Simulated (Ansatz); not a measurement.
Basis-set extrapolation for C4H5F3O2 (`CCOC(=O)C(F)(F)F`) (PBE0-D4/def2-TZVP geometry, frozen core, Ansatz). Multiplicity 1, RHF reference.

|  | def2-TZVPP | def2-QZVPP |
| --- | --- | --- |
| HF | -602.699141 | -602.725545 |
| MP2 correlation | -1.853477 | -2.005428 |
| CCSD(T) correlation | -1.948159 | not run |

Energies in hartree. Use E(X) = E(∞) + A·exp(−7.88·√X) for Hartree–Fock and E(X) = E(∞) + B·X^(−2.97) for correlation, with X = 3 and 4, and add CCSD(T) minus MP2 of the smaller set to the MP2 limit.

Question: What is the CCSD(T) energy at the basis-set limit?

Answer: HF limit: -602.725545 + (-0.026404) × 0.13774 = -602.72918. MP2 limit: -2.005428 + (-0.151951) × 0.74074 = -2.11798. Higher-order term: -1.948159 − (-1.853477) = -0.09468. Total: -604.94184 hartree, 773.3 kJ/mol below CCSD(T)/def2-TZVPP.
